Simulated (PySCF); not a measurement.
From computed data to an observable: chemical shift, span and skew from a shielding tensor

CH7FOSi3, SMILES O[Si]1(F)[SiH2]C[SiH2]1. Atoms are numbered in the order given.

```xyz
13

O      2.1864    -1.0675     0.0000
Si     0.9049    -0.0184     0.0000
F      1.5290     1.4989     0.0000
Si    -0.9117    -0.1997    -1.4678
C     -1.9936     0.3620     0.0000
Si    -0.9117    -0.1997     1.4678
H      3.0747    -0.6952     0.0000
H     -1.0394     0.6194    -2.7087
H     -1.1836    -1.6330    -1.7911
H     -3.0270    -0.0167     0.0000
H     -2.0313     1.4660     0.0000
H     -1.1836    -1.6330     1.7911
H     -1.0394     0.6194     2.7087
```
Charge 0, spin multiplicity 1.

Coordinates come from a ωB97X-D3(BJ)/def2-SVP optimisation. A frequency run showed that this geometry is not a minimum. This is a generated structure with no PubChem entry under its InChIKey; it may be hypothetical. Other conformers were not sampled.

GIAO shieldings from PySCF with B3LYP/pcSseg-1, non-relativistic, no solvent. The symmetric part of the tensor of Si4 has the principal values 275.7, 388.0, 474.9 ppm. The same nucleus in TMS has σ = 338.7 ppm at this level (PySCF, at its B3LYP-D3(BJ)/def2-TZVP geometry).

Problem. Work out the isotropic shielding, the ²⁹Si shift against TMS, the span and the skew.

Solution. 
σ(iso) = (σ11 + σ22 + σ33)/3 = 379.5 ppm. δ = σ(ref) − σ(iso) = 338.7 − (379.5) = -40.8 ppm.
Span Ω = σ33 − σ11 = 199.2 ppm. Skew κ = 3(σ(iso) − σ22)/Ω = -0.13. Tumbling in solution averages the tensor to δ; in a static solid the shielding alone would spread this spin-1/2 line over Ω.
